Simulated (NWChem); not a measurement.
Molecule: C2H5BO2; SMILES B1(COC1)O

```xyz
10

O     -0.0816     1.9481     0.0000
B     -0.0183     0.6094     0.0000
C     -1.0889    -0.5511     0.0000
O     -0.0042    -1.4994     0.0000
C      1.0707    -0.5466     0.0000
H      0.7811     2.3775     0.0000
H     -1.7339    -0.6554     0.8928
H     -1.7339    -0.6554    -0.8928
H      1.7185    -0.6479    -0.8925
H      1.7185    -0.6479     0.8925
```
Atoms are numbered in this order, from 1.

All runs: NWChem. Pople sets run with spherical d functions. Coordinates come from a PBE0/def2-SVP optimisation. Atomic charges in e: unrestrained fits to the electrostatic potential beside Mulliken populations; buried atoms are poorly determined by the fit.

Task: What does the run give for Hartree-Fock/6-31G*? Quantities: ESP O1; Mulliken O1; ESP B2; Mulliken B2; ESP C3; Mulliken C3; ESP O4; Mulliken O4; ESP C5; Mulliken C5; relative RMS misfit of the potential (%).

Result: The ESP O1 is -0.68 and the Mulliken O1 is -0.70. The ESP B2 is 0.42. The Mulliken B2 is 0.62. The ESP C3 is 0.22, the Mulliken C3 is -0.19 and the ESP O4 is -0.51. The Mulliken O4 is -0.66. The ESP C5 comes out as 0.11, the Mulliken C5 comes out as -0.20 and the relative RMS misfit of the potential (%) comes out as 20.
